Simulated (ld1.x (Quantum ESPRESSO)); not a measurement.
lead, PAW: configuration errors across variants

* Element: lead (Pb)
* Generator: ld1.x (Quantum ESPRESSO) 7.5
* Type: PAW
* Functional: PBEsol
* Relativity: scalar-relativistic
* Frozen core: [Xe] 4f14
* Valence charge: 14
* Reference configuration: 5d10 6s1.75 6p2.25
* Partial waves: 6s (bound): rcut 1.45, rcutus 1.85 bohr; 6s channel at 1.55 Ry: rcut 1.45, rcutus 1.85 bohr; 6p (bound): rcut 2.70, rcutus 2.85 bohr; 6p channel at 0.4 Ry: rcut 2.70, rcutus 2.85 bohr; 5d (bound): rcut 1.65, rcutus 1.75 bohr; 5d channel at 0.9 Ry: rcut 1.65, rcutus 1.75 bohr
* Local potential: all-electron potential smoothed inside 2.70 bohr (lloc = -1)
* Core correction: Bessel-smoothed model core inside 1.65 bohr
* Augmentation charge: BESSEL, radius 1.50 bohr

All-electron excitation energies from the reference (eV): (1) 5d10 6s2 6p2 -2.157; (2) 5d10 6s2 6p1 4.441; (3) 5d10 6s2 6p0 17.888; (4) 5d10 6s0 6p4 15.749; (5) 5d9 6s2 6p2 25.002; (6) 5d9 6s2 6p3 17.130; (7) 5d10 6s0 6p0 93.084.

Errors AE − PS in meV (a dash: test not solved or not reliable):

```csv
change,(1),(2),(3),(4),(5),(6),(7),bound ghosts
base,+1.2,+5.1,+30,-0.8,-18,-24,-53,none
"wave 5d channel at 0.9 Ry: rcut 1.65, rcutus 1.75 bohr becomes 5d channel at -1.42 Ry: rcut 1.65, rcutus 1.75 bohr",+1.2,+4.9,+29,-1.7,-22,-26,-54,none
"wave 5d channel at 0.9 Ry: rcut 1.65, rcutus 1.75 bohr becomes 5d channel at -1.34 Ry: rcut 1.65, rcutus 1.75 bohr",+1.2,+4.9,+29,-1.7,-22,-26,-54,none
"wave 5d channel at 0.9 Ry: rcut 1.65, rcutus 1.75 bohr becomes 5d channel at -1.08 Ry: rcut 1.65, rcutus 1.75 bohr",+1.1,+5.0,+29,-1.5,-22,-26,-54,none
"wave 5d channel at 0.9 Ry: rcut 1.65, rcutus 1.75 bohr becomes 5d channel at -0.72 Ry: rcut 1.65, rcutus 1.75 bohr",+1.1,+5.0,+30,-1.2,-22,-26,-53,none
"wave 5d channel at 0.9 Ry: rcut 1.65, rcutus 1.75 bohr becomes 5d channel at 1.79 Ry: rcut 1.65, rcutus 1.75 bohr",+1.1,+5.0,+30,-1.5,-16,-23,-52,none
"wave 5d channel at 0.9 Ry: rcut 1.65, rcutus 1.75 bohr becomes 5d channel at 4.09 Ry: rcut 1.65, rcutus 1.75 bohr",+1.2,+4.2,+22,-3.9,-19,-26,-94,none
```

(1) Give the same row for: wave 5d channel at 0.9 Ry: rcut 1.65, rcutus 1.75 bohr becomes 5d channel at 0.02 Ry: rcut 1.65, rcutus 1.75 bohr.

Results:

(1) +1.2, +5.0, +30, -0.7, -21, -26, -53; bound ghosts: none.
